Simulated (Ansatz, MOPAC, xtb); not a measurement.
Spectroscopic constants of OH+, multiplicity 3 (lowest of 2S+1 = 1, 3, 5 at CCSD(T)/def2-TZVPP on PBE0 minima; our sources give no spin for the ground state, which may be another).

Seven points along R, fitted to fifth degree in 1/R; most abundant isotopes. Runs in def2 and cc sets follow the lowest solution found near the PBE0 minimum.

Programs: Ansatz (a quantum-chemistry and plane-wave program) with Gaussian orbitals; MOPAC for AM1, PM6, PM7 (differences of heats of formation); xtb for the GFN methods. Each number belongs to the level named beside it. The GFN methods have no spin term and hold the electronic entropy of 300 K.

| level | r_e (Å) | ω_e (cm⁻¹) | B_e (cm⁻¹) | ω_e x_e (cm⁻¹) |
|---|---|---|---|---|
| AM1 | 0.999 | 3049 | 17.8 | 58 |
| PM6 | 1.064 | 2504 | 15.7 | 35 |
| PM7 | 1.034 | 2682 | 16.6 | 38 |
| GFN1-xTB | 1.053 | 2665 | 16.0 | 41 |
| GFN2-xTB | 1.050 | 2542 | 16.1 | 60 |
| SVWN5/def2-TZVPP | 1.056 | 2902 | 15.9 | 80 |
| PBE/def2-TZVPP | 1.048 | 2954 | 16.2 | 81 |
| r2SCAN/def2-TZVPP | 1.035 | 3059 | 16.6 | 83 |
| B97M-V/def2-TZVPP | 1.034 | 3010 | 16.6 | 77 |
| B3LYP/def2-TZVPP | 1.038 | 3042 | 16.5 | 82 |
| PBE0/def2-TZVPP | 1.032 | 3106 | 16.7 | 82 |
| BHLYP/def2-TZVPP | 1.022 | 3197 | 17.0 | 83 |
| CAM-B3LYP/def2-TZVPP | 1.037 | 3062 | 16.5 | 80 |
| wB97X-V/def2-TZVPP | 1.035 | 3095 | 16.6 | 79 |
| wB97M-V/def2-TZVPP | 1.031 | 3107 | 16.7 | 84 |
| B2PLYP/def2-TZVPP | 1.030 | 3111 | 16.7 | 82 |
| CCSD/aug-cc-pVTZ | 1.029 | 3139 | 16.8 | 79 |
| CCSD/def2-TZVPP | 1.027 | 3142 | 16.8 | 81 |
| CCSD/aug-cc-pVQZ | 1.026 | 3152 | 16.9 | 82 |
| CCSD/def2-QZVPP | 1.026 | 3160 | 16.9 | 82 |
| CCSD/aug-cc-pV5Z | 1.026 | 3153 | 16.9 | 82 |
| CCSD(T)/aug-cc-pVTZ | 1.031 | 3113 | 16.7 | 80 |
| CCSD(T)/def2-TZVPP | 1.029 | 3118 | 16.8 | 81 |
| CCSD(T)/aug-cc-pVQZ | 1.028 | 3125 | 16.8 | 83 |
| CCSD(T)/def2-QZVPP | 1.028 | 3134 | 16.8 | 83 |
| CCSD(T)/aug-cc-pV5Z | 1.028 | 3126 | 16.8 | 82 |
| CCSD(T)/CBS(def2-TZVPP, def2-QZVPP) | 1.027 | 3140 | 16.8 | 84 |
| CCSD(T)/CBS(aug-cc-pVQZ, aug-cc-pV5Z) | 1.028 | 3125 | 16.8 | 81 |

Correlated levels freeze the cores. CBS(a, b) extrapolates the correlation energy as X⁻³ and adds the Hartree–Fock energy of set b. The state that AM1, PM6, PM7 reach isn't checked; PM7 holds dispersion and hydrogen-bond terms.

Measured for the ground state: r_e 1.0289 Å, ω_e 3113.4 cm-1, ω_e x_e 78.52 cm-1, B_e 16.794 cm-1, α_e 0.7494 cm-1 [Huber and Herzberg (1979), NIST Chemistry WebBook].
